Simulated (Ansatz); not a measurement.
Two isomers of C5H10O3: A = `C1COCOCCO1`, B = `OCC1OCCCO1`.

Gas-phase electronic energies from Ansatz, PBE0-D4/def2-TZVP geometries. CCSD(T)/CBS is the MP2 limit (def2-TZVPP, def2-QZVPP) plus CCSD(T) − MP2 in def2-TZVPP, frozen cores. DFT in def2-TZVPP. B3LYP here is the variant with VWN-RPA as its local correlation; programs differ in this. Each species was taken in one conformer, which may not be the lowest.

Q: Which isomer does CCSD(T)/CBS put lower? Give the gap. (An estimate is asked.)

A: Ansatz gave: B, by 14.8 kcal/mol.

Q: Give E(B) − E(A) in kcal/mol with B2PLYP, PBE-D4, CCSD(T)/def2-TZVPP, B3LYP, ωB97M-V, CCSD/def2-TZVPP, r2SCAN-D4. (Best estimate.)

A: The calculation gave: B2PLYP -12.6, PBE-D4 -11.3, CCSD(T)/def2-TZVPP -14.0, B3LYP -11.2, ωB97M-V -13.3, CCSD/def2-TZVPP -14.3, r2SCAN-D4 -13.0. None reverses the order clearly.

Largest T1 diagnostic: 0.012.

In def2-TZVPP, CCSD(T) changes the Hartree–Fock value by −0.8 kcal/mol (the triples alone add +0.2 kcal/mol) and MP2 by −2.1 kcal/mol. From PBE to PBE0 (25 % exact exchange), in def2-TZVPP and without D4, E(B) − E(A) moves by −1.5 kcal/mol.
